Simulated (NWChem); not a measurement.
Molecule: AlH2Cl; SMILES [AlH2][Cl]

```xyz
4

Al     0.0000     0.0000     1.0803
H      0.0000    -1.4122     1.8128
H      0.0000     1.4122     1.8128
Cl     0.0000     0.0000    -1.0394
```
Atoms are numbered in this order, from 1.

Computed with NWChem. Geometry: optimised at PBE-D3(BJ)/def2-SVP. Vertical excitations in the gas phase; the lowest state need not have the same character in each row.

For level LDA (Slater exchange, VWN5)/def2-SVPD, full TDDFT:

```yaml
lowest excitation, singlet (eV): 4.73
lowest state with f > 0.02, singlet (eV): 5.98
orbital gap (eV): 4.61
```

Question: How do the values read with level B3LYP/def2-SVPD, full TDDFT instead?

Answer: The lowest excitation, singlet (eV) comes out as 5.28 and the lowest state with f > 0.02, singlet (eV) is 6.54. The orbital gap (eV) is 6.45.
